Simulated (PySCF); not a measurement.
BiH₅, SMILES [BiH5].

The structure is a stationary point at B3LYP-D3(BJ)/def2-TZVP. The def2 effective core potentials stand for the cores of Bi; spin–orbit coupling is left out.

Two levels are set side by side: PBE/def2-TZVPD (PySCF) and M06-2X/def2-TZVPD (PySCF). Same geometry, gas phase. Differences are taken from unrounded values.

```csv
quantity,M06-2X,PBE,PBE minus M06-2X
orbital gap (eV),5.64,2.40,-3.24
highest occupied level (eV),-7.08,-5.23,1.85
lowest empty level (eV),-1.44,-2.83,-1.39
mean polarisability (bohr³),61.2,61.6,0.4
```

PBE's occupied levels lie high since its potential decays too fast outside the molecule; exact exchange lowers them and widens the gap. Differences between two approximate levels are no errors against the true value.

Rough cost on one machine, each run with all the roots and properties that it gave: M06-2X against PBE about 3 times.
